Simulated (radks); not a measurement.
Yb, configuration [Kr] 4d10 4f14 5s2 5p5.5 6s2 5f0.5 (fractional occupations, a model configuration). All-electron calculation, Dirac Kohn-Sham, PBE, spin-unpolarised, spherical densities, finite nucleus; open shells fill j = l - 1/2 first; Fermi nuclear charge, rms radius 5.3108 fm. Program: a radial shooting solver on a logarithmic mesh with Libxc functionals.

Unscreened Slater integrals over Kohn-Sham orbitals (hartree). Large and small components are both included.

| integral | value |
|---|---|
| F0(5f5/2,5f5/2) | 0.034042 |
| F2(5f5/2,5f5/2) | 0.021240 |
| F4(5f5/2,5f5/2) | 0.014981 |
| F0(5f5/2,6s1/2) | 0.040162 |
| G3(5f5/2,6s1/2) | 1.8684e-05 |
| F0(5f5/2,4f7/2) | 0.040164 |
| F2(5f5/2,4f7/2) | 7.4696e-05 |
| F4(5f5/2,4f7/2) | 1.3657e-06 |
| G2(5f5/2,4f7/2) | 5.7240e-07 |
| G4(5f5/2,4f7/2) | 3.7598e-07 |
| G6(5f5/2,4f7/2) | 2.7357e-07 |
| F0(5f5/2,4f5/2) | 0.040164 |
| F2(5f5/2,4f5/2) | 6.9968e-05 |
| F4(5f5/2,4f5/2) | 1.1996e-06 |
| G0(5f5/2,4f5/2) | 7.7742e-07 |
| G2(5f5/2,4f5/2) | 5.5825e-07 |
| G4(5f5/2,4f5/2) | 3.6614e-07 |
| F0(6s1/2,6s1/2) | 0.25255 |
| F0(6s1/2,4f7/2) | 0.32966 |
| G3(6s1/2,4f7/2) | 0.011631 |
| F0(6s1/2,4f5/2) | 0.33012 |
| G3(6s1/2,4f5/2) | 0.011056 |
| F0(4f7/2,4f7/2) | 1.2076 |
| F2(4f7/2,4f7/2) | 0.55630 |
| F4(4f7/2,4f7/2) | 0.34585 |
| F6(4f7/2,4f7/2) | 0.24796 |
| F0(4f7/2,4f5/2) | 1.2214 |
| F2(4f7/2,4f5/2) | 0.56372 |
| F4(4f7/2,4f5/2) | 0.35065 |
| G2(4f7/2,4f5/2) | 0.56206 |
| G4(4f7/2,4f5/2) | 0.34967 |
| G6(4f7/2,4f5/2) | 0.25076 |
| F0(4f5/2,4f5/2) | 1.2356 |
| F2(4f5/2,4f5/2) | 0.57144 |
| F4(4f5/2,4f5/2) | 0.35566 |
